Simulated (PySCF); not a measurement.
## How methods differ on the ionisation energy of Pt³⁷⁺

Pt³⁷⁺ [Kr] 4d5 (6S) → Pt³⁸⁺ [Kr] 4d4 (5D), as a difference of total energies. Computed with PySCF 2.14 in an even-tempered Gaussian basis (19 s from 3.5 bohr⁻², ratio 2.5; 14 p from 4.6 bohr⁻², ratio 2.5; 9 d from 4.6 bohr⁻², ratio 2.5; 4 f from 21 bohr⁻², ratio 2.7; 3 g from 32 bohr⁻², ratio 2.7), with scalar relativity by spin-free X2C-1e. The calculations carry no spin-orbit coupling.

```json
{"method": "UHF", "ionisation energy (eV)": "1698.8"}
{"method": "BLYP", "ionisation energy (eV)": "1698.1"}
{"method": "M06-2X", "ionisation energy (eV)": "1699.5"}
```

Spin-orbit coupling is strong in these open shells (close to jj coupling). The scalar numbers leave it out and a first-order estimate fails, so it can dominate the gap to the real levels.

Breit and QED terms and the two-electron picture change are absent.

For comparison: 1680 ± 4 eV (theoretical estimate listed by NIST; NIST Atomic Spectra Database, ionization energies).
